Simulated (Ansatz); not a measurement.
Ansatz results at the PBE0-D4/def2-TZVP geometry: LUMO energy (PBE0/def2-TZVPP) -1.56 eV; HOMO–LUMO gap (PBE0/def2-TZVPP) 5.24 eV; HOMO–LUMO gap (ωB97M-V/def2-TZVPP) 9.28 eV.

Problem. Which molecule gave them?
A. `Cl[SiH]1CBC1`
B. `CBCBr`
C. `BBO[SiH](C)F`
D. `CC1[SiH2]B1Cl`

Solution. D. The others give `BBO[SiH](C)F`: -1.83, 5.95, 10.19; `Cl[SiH]1CBC1`: -1.55, 6.53, 10.67; `CBCBr`: -0.99, 7.24, 11.37.
